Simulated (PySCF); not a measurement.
# Spinor energies of Ag¹⁶⁺ (silver, charge +16)

Start: [Ar] 3d10 4s2 4p1; 4p1/2 filled at m_j = +1/2. Calculated with PySCF 2.14 in an uncontracted even-tempered set (18 s from 0.84 bohr⁻², ratio 2.8; 13 p from 1.1 bohr⁻², ratio 2.8; 9 d from 1.9 bohr⁻², ratio 2.8; 4 f from 5.8 bohr⁻², ratio 3): generalised Hartree-Fock with the X2C-1e Hamiltonian and a Gaussian nucleus; spin-orbit coupling (SO) screened by Boettger's factors.

```json
{"spinor shell": "1s1/2", "electrons": "2", "ε, screened SO (eV)": "-26056.7", "weight of nominal j (screened SO)": "1.000", "rms radius, screened SO (bohr)": "0.0357"}
{"spinor shell": "2s1/2", "electrons": "2", "ε, screened SO (eV)": "-4267.6", "weight of nominal j (screened SO)": "1.000", "rms radius, screened SO (bohr)": "0.146"}
{"spinor shell": "2p1/2", "electrons": "2", "ε, screened SO (eV)": "-3985.8", "weight of nominal j (screened SO)": "1.000", "rms radius, screened SO (bohr)": "0.127"}
{"spinor shell": "2p3/2", "electrons": "4", "ε, screened SO (eV)": "-3807.5", "weight of nominal j (screened SO)": "1.000", "rms radius, screened SO (bohr)": "0.131"}
{"spinor shell": "3s1/2", "electrons": "2", "ε, screened SO (eV)": "-1132.5", "weight of nominal j (screened SO)": "1.000", "rms radius, screened SO (bohr)": "0.389"}
{"spinor shell": "3p1/2", "electrons": "2", "ε, screened SO (eV)": "-1019.1", "weight of nominal j (screened SO)": "1.000", "rms radius, screened SO (bohr)": "0.383"}
{"spinor shell": "3p3/2", "electrons": "4", "ε, screened SO (eV)": "-984.84", "weight of nominal j (screened SO)": "1.000", "rms radius, screened SO (bohr)": "0.394"}
{"spinor shell": "3d3/2", "electrons": "4", "ε, screened SO (eV)": "-787.65", "weight of nominal j (screened SO)": "1.000", "rms radius, screened SO (bohr)": "0.367"}
{"spinor shell": "3d5/2", "electrons": "6", "ε, screened SO (eV)": "-780.72", "weight of nominal j (screened SO)": "1.000", "rms radius, screened SO (bohr)": "0.370"}
{"spinor shell": "4s1/2", "electrons": "2", "ε, screened SO (eV)": "-442.94", "weight of nominal j (screened SO)": "0.999", "rms radius, screened SO (bohr)": "0.861"}
{"spinor shell": "4p1/2", "electrons": "1", "ε, screened SO (eV)": "-407.63", "weight of nominal j (screened SO)": "1.000", "rms radius, screened SO (bohr)": "0.894"}
```

```tsv
quantity	screened SO
E (hartree)	-5217.34027
M_J	1/2
⟨J²⟩	0.754
⟨L²⟩	2.019
⟨S²⟩	0.762
```

Each row is a mean over spinors that exchange with the open shell spreads, by up to 2.995 eV (3p1/2).

Breit and QED terms are absent; they matter most for the inner s and p1/2 levels.

Densities and radii are taken from the X2C orbitals without a picture-change correction, which distorts them close to the nucleus.
